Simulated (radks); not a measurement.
Q: The mean radii <r> (bohr) of the occupied orbitals of an atom or ion are listed with their occupations. All-electron calculation, Dirac Kohn-Sham, LDA (Slater exchange, Perdew-Wang correlation), spin-unpolarised, spherical densities, point nucleus. Program: a radial shooting solver on a logarithmic mesh with Libxc functionals.

orbital  occ.      <r>
1s1/2       2  0.02038
2s1/2       2  0.08594
2p1/2       2  0.07149
2p3/2       4  0.07877
3s1/2       2   0.2251
3p1/2       2   0.2148
3p3/2       4   0.2285
3d3/2       4   0.2013
3d5/2       6   0.2056
4s1/2       2   0.5084
4p1/2       2   0.5173
4p3/2       4   0.5491
4d3/2       4   0.5778
4d5/2       6   0.5891
5s1/2       2    1.252
5p1/2       2    1.412
5p3/2       4    1.521
4f5/2       6   0.8102
4f7/2       6   0.8294

Name the element and its charge. Open shells, if any, fill j = l - 1/2 first.

A: Z = 68, erbium, charge +2: Er2+ in [Xe] 4f12. The 1s radius gives Z: for a bare nucleus <r> = (2 gamma + 1)/(2Z) with gamma = sqrt(1 - (Z/c)^2), 0.02012 bohr for Z = 68, and screening makes it slightly larger (0.02038 here). The occupations add up to 66, and the charge is Z minus that.
